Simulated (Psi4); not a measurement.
C4H5 (SMILES [CH-]1[C@@H]2C[C@H]12), charge -1, singlet, at a GFN2-xTB geometry (a gas-phase anion, which may not be bound at this level), with bond 9-4 at 1.3 times its length. Base run: B3LYP/def2-SVP run with Psi4.

Input for Psi4:
```
memory 2 GB

molecule mol {
-1 1
  C    -0.013481    1.181559    0.448951
  C     0.006403   -1.090471    0.324604
  C     0.754004    0.062217   -0.265215
  C    -0.750498    0.049723   -0.277511
  H    -0.015207    2.095912   -0.269040
  H    -0.001452   -1.212555    1.409801
  H     0.018709   -2.053978   -0.202083
  H     1.391810   -0.012296   -1.150530
  H    -1.559003   -0.060744   -1.441805
}

set basis def2-svp
set reference rks

energy('b3lyp')
print_variables()
```

The base run was repeated with changes; each row names its change, and settings that it needs were set with it.

```csv
change,ΔE vs base (mEh),SCF cycles,grid points,basis functions
base,0.000,11,193107,81
dft_pruning_scheme = robust,0.000,11,132515,81
dft_spherical_points = 110,0.011,11,70423,81
scf_type = out_of_core,0.066,11,193107,81
guess = core,0.000,14,193107,81
scf_type = direct,0.066,13,193107,81
guess = sadno,0.000,11,193107,81
dft_radial_points = 35,0.013,11,91766,81
dft_nuclear_scheme = stratmann,0.005,11,177765,81
scf_type = cd,-0.113,11,193107,81
e_convergence = 1e-10,0.000,13,193107,81
guess = huckel,0.000,11,193107,81
basis_guess = true,0.000,6,193108,81
```

A gas-phase anion may not be bound at this level; its values then depend on the basis.
